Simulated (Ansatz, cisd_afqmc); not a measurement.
Species: CH4Al, charge 1, singlet. CH4Al+ (SMILES [CH3][AlH+]).
B3LYP-D3(BJ)/def2-TZVP minimum from Ansatz (a first-principles code):
```
C
H 1 1.0932
H 1 1.0932 2 108.94
H 1 1.0932 2 108.94 3 118.73
Al 1 1.9063 2 109.99 3 -120.64
H 5 1.5534 2 155.75 1 180.00
```
Charge +1, spin multiplicity 1.

Total energies in cc-pV(D+d)Z, 10 correlated electrons, 6 frozen orbitals. Open shells are spin-unrestricted; no spin-orbit coupling. Correlated methods leave the cores frozen. No relativity. The Monte Carlo rows (phaseless AFQMC, CISD trial, step 0.005/hartree) carry one-sigma bars that omit the constraint's bias. Outlying blocks are dropped, and bars are widened where a walk drifts. Over all cases where full CI ran beside it in this data, AFQMC minus full CI had a median of +0.1 mEh and passed +0.4 mEh in a tenth of the cases. The spin of CH4Al+ ([CH3][AlH+], singlet) was assumed, and the state is the lowest solution found for it.

| method | program | energy (Eh) | minus CCSDTQ (mEh) |
|---|---|---|---|
| HF | Ansatz | -281.84823 | 230.18 |
| MP2 | Ansatz | -282.04281 | 35.59 |
| CCSD | Ansatz | -282.07185 | 6.56 |
| CCSD(T) | Ansatz | -282.07744 | 0.96 |
| CCSDT(Q) | Ansatz | -282.07841 | 0.00 |
| CCSDTQ | Ansatz | -282.07841 | 0.00 |
| AFQMC/CISD | cisd_afqmc | -282.0782 ± 0.0003 | 0.2 ± 0.3 |

Rough core times of Ansatz's runs on a shared machine: CCSD(T) under 20 s, CCSDT(Q) under 20 s, CCSDTQ 10 min.
